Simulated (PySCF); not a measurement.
Electric properties by functional and basis

Compound: C₃H₈BFO.
Numbering: `[CH3:1][BH:2][O:3][C@@H:4]([CH3:5])[F:6]` (hydrogens: H7, H8, H9 on C1; H10 on B2; H11 on C4; H12, H13, H14 on C5)

PySCF, dipoles from the SCF density, polarisabilities from static response with core orbitals frozen. The structure is a single PBE0-D3(BJ)/def2-SVP conformer in the gas phase; no vibrational or solvent corrections.

The anisotropy is √(½[(α1 − α2)² + (α2 − α3)² + (α3 − α1)²]).

| level | μ (D) | α (Å³) | anisotropy (Å³) |
| --- | --- | --- | --- |
| LDA/def2-SVPD | 1.673 | 9.03 | 2.74 |
| PBE/def2-SVPD | 1.634 | 8.89 | 2.68 |
| B3LYP/def2-SVPD | 1.675 | 8.55 | 2.42 |
| PBE0/def2-SVPD | 1.664 | 8.46 | 2.41 |
| BHandHLYP/def2-SVPD | 1.715 | 8.16 | 2.17 |
| CAM-B3LYP/def2-SVPD | 1.706 | 8.42 | 2.31 |
| wB97X-D/def2-SVPD | 1.674 | 8.41 | 2.29 |
| LC-wPBE/def2-SVPD | 1.704 | 8.24 | 2.24 |
| HF/def2-SVPD | 1.758 | 7.75 | 1.86 |
| PBE0/6-31G* | 1.565 | 7.02 | 2.43 |
| PBE0/6-31+G* | 1.692 | 7.90 | 2.41 |
| PBE0/def2-SVP | 1.677 | 7.21 | 2.39 |
| PBE0/aug-cc-pVDZ | 1.631 | 8.63 | 2.51 |
| PBE0/def2-TZVP | 1.612 | 8.20 | 2.48 |
| PBE0/def2-TZVPD | 1.623 | 8.61 | 2.49 |

The dipole runs from 1.56 D (PBE0/6-31G*) to 1.76 D (HF/def2-SVPD). No reference polarisability is at hand; against PBE0 in the largest diffuse basis at hand (def2-TZVPD) the other PBE0 rows deviate by 6-31G* -19%, 6-31+G* -8%, def2-SVP -16%, def2-SVPD -2%, aug-cc-pVDZ 0%, def2-TZVP -5%. In one basis (def2-SVPD) the functionals order the polarisability from HF (lowest) to LDA (highest), a spread of 16%. With PBE0 the polarisability is 7.47 Å³ without diffuse functions (mean of 6-31G*, def2-SVP and def2-TZVP) and 8.40 Å³ with them (mean of 6-31+G*, def2-SVPD, aug-cc-pVDZ and def2-TZVPD).

Without π bonds the low states are Rydberg-like; a valence basis with one diffuse set may place them up to an eV too high.
